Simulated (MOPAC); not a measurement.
Job for MOPAC: PM3 on GeH2IN (SMILES [NH2][Ge][I]), a point of a torsion scan.

```
PM3 1SCF PRECISE CHARGE=0 THREADS=1
GeH2IN

N     -0.75194241 1     0.01741385 1    -0.06660538 1
Ge     0.63588537 1    -1.10757417 1    -0.35672456 1
I      2.10927749 1     0.54408110 1    -1.66998009 1
H     -0.86467985 1     0.98037128 1    -0.35089462 1
H     -1.57271812 1    -0.27410456 1     0.44268061 1
```

Program output:

```
*******************************************************************************
 **                                                                           **
 **                              MOPAC v23.2.5                                **
 **                                                                           **
 *******************************************************************************
 ** MOPAC's Digital Object Identifier: https://doi.org/10.5281/zenodo.6511958 **
 **                                                                           **
 ** Please cite the open-source release paper for use of this MOPAC version:  **
 ** J. E. Moussa and J. J. P. Stewart (2026)                                  **
 ** MOPAC: An open-source semiempirical molecular orbital program             **
 ** J. Open Source Softw., 11(119), 8025, https://doi.org/10.21105/joss.08025 **
 *******************************************************************************

                              PM3 CALCULATION RESULTS

 *******************************************************************************
 *  PM3        - The PM3 Hamiltonian to be used
 *
 *
 *
 *                 CHARGE ON SYSTEM = 0
 *
 *
 *
 *  PRECISE    - TIGHTER CRITERIA TO BE USED
 *  1SCF       - DO 1 SCF AND THEN STOP
 *  THREADS=1  - MULTI-THREADING NOT USED
 *  T=         - A TIME OF 172800.0 SECONDS REQUESTED
 *  DUMP=N     - RESTART FILE WRITTEN EVERY 7200.0 SECONDS REQUESTED
 *******************************************************************************
PM3 1SCF PRECISE CHARGE=0 THREADS=1
 GeH2IN

   ATOM   CHEMICAL          X               Y               Z
  NUMBER   SYMBOL      (ANGSTROMS)     (ANGSTROMS)     (ANGSTROMS)

     1       N         -0.75194241  *   0.01741385  *  -0.06660538  *
     2      Ge          0.63588537  *  -1.10757417  *  -0.35672456  *
     3       I          2.10927749  *   0.54408110  *  -1.66998009  *
     4       H         -0.86467985  *   0.98037128  *  -0.35089462  *
     5       H         -1.57271812  *  -0.27410456  *   0.44268061  *



          CARTESIAN COORDINATES

    NO.       ATOM           X           Y           Z

     1         N         -0.7519      0.0174     -0.0666
     2        Ge          0.6359     -1.1076     -0.3567
     3         I          2.1093      0.5441     -1.6700
     4         H         -0.8647      0.9804     -0.3509
     5         H         -1.5727     -0.2741      0.4427

  H: (PM3): J. J. P. STEWART, J. COMP. CHEM. 10, 209 (1989).
  N: (PM3): J. J. P. STEWART, J. COMP. CHEM. 10, 209 (1989).
 Ge: (PM3): J. J. P. STEWART, J. COMP. CHEM. 12, 320-341 (1991).
  I: (PM3): J. J. P. STEWART, J. COMP. CHEM. 10, 209 (1989).

           Empirical Formula: H2 N Ge I  =     5 atoms



      MOLECULAR POINT GROUP   :   Cs


      RHF CALCULATION, NO. OF DOUBLY OCCUPIED LEVELS = 9


 -------------------------------------------------------------------------------
 PM3 1SCF PRECISE CHARGE=0 THREADS=1
 GeH2IN



     1SCF WAS SPECIFIED, SO BFGS WAS NOT USED
     SCF FIELD WAS ACHIEVED


                              PM3 CALCULATION
                                                       MOPAC v23.2.5 Linux




          FINAL HEAT OF FORMATION =         43.08204 KCAL/MOL =     180.25526 KJ/MOL


          COSMO AREA              =        120.94 SQUARE ANGSTROMS
          COSMO VOLUME            =        113.56 CUBIC ANGSTROMS

          IONIZATION POTENTIAL    =          8.870869 EV
          HOMO LUMO ENERGIES (EV) =         -8.871 -3.395
          NO. OF FILLED LEVELS    =          9
          MOLECULAR WEIGHT        =        215.5170         POINT GROUP:  Cs

          MOLECULAR DIMENSIONS (Angstroms)

            Atom       Atom       Distance
            H     5    I     3     4.32318
            H     4   Ge     2     2.41387
            N     1    I     3     0.00017


          SCF CALCULATIONS        =          1





   ATOM   CHEMICAL          X               Y               Z
  NUMBER   SYMBOL      (ANGSTROMS)     (ANGSTROMS)     (ANGSTROMS)

     1       N         -0.75194241  *   0.01741385  *  -0.06660538  *
     2      Ge          0.63588537  *  -1.10757417  *  -0.35672456  *
     3       I          2.10927749  *   0.54408110  *  -1.66998009  *
     4       H         -0.86467985  *   0.98037128  *  -0.35089462  *
     5       H         -1.57271812  *  -0.27410456  *   0.44268061  *

                             CARTESIAN COORDINATES

   1    N       -0.751942410     0.017413850    -0.066605380
   2   Ge        0.635885370    -1.107574170    -0.356724560
   3    I        2.109277490     0.544081100    -1.669980090
   4    H       -0.864679850     0.980371280    -0.350894620
   5    H       -1.572718120    -0.274104560     0.442680610


           Empirical Formula: H2 N Ge I  =     5 atoms



      MOLECULAR POINT GROUP   :   Cs


                  EIGENVALUES
 -29.19197 -17.46670 -15.95600 -11.98376 -11.60452 -10.38022  -9.85028  -9.77218
  -8.87087  -3.39542  -2.50221   0.49983   2.86341   3.40136


              NET ATOMIC CHARGES AND DIPOLE CONTRIBUTIONS

  ATOM NO.   TYPE          CHARGE      No. of ELECS.   s-Pop       p-Pop
    1          N           0.088904        4.9111     1.34983     3.56126
    2         Ge           0.255578        3.7444     0.49733     3.24709
    3          I          -0.471804        7.4718     1.94814     5.52367
    4          H           0.085498        0.9145     0.91450
    5          H           0.041825        0.9582     0.95818
 DIPOLE           X         Y         Z       TOTAL
 POINT-CHG.    -4.992    -2.238     3.263     6.369
 HYBRID         0.191     2.296    -0.904     2.475
 SUM           -4.801     0.058     2.359     5.349


          ATOMIC ORBITAL ELECTRON POPULATIONS

     Atom    s        px        py        pz
    1  N   1.34983   1.15958   1.10497   1.29671
    2 Ge   0.49733   0.68986   1.70775   0.84947
    3  I   1.94814   1.92181   1.74408   1.85778
    4  H   0.91450
    5  H   0.95818

 **********************
 *                    *
 * JOB ENDED NORMALLY *
 *                    *
 **********************




 == MOPAC DONE ==
```

The run finished.

Cost: very roughly 0.05 core-seconds.
